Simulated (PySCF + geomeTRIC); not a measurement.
Species: [Hf(H)3(SH)] (charge 0, multiplicity 1).

**Question.** Give a relaxed geometry from BP86-D3(BJ)/def2-SVP (PySCF + geomeTRIC).

**Answer.** One answer among several that fit: the end point of this relaxation, one of several conformers.
Z-matrix (Å, degrees):
```
Hf
H 1 1.8533
H 1 1.8534 2 108.69
H 1 1.8581 2 110.86 3 122.22
S 1 2.4203 2 108.93 3 -118.65
H 5 1.3752 1 84.93 2 -120.30
```
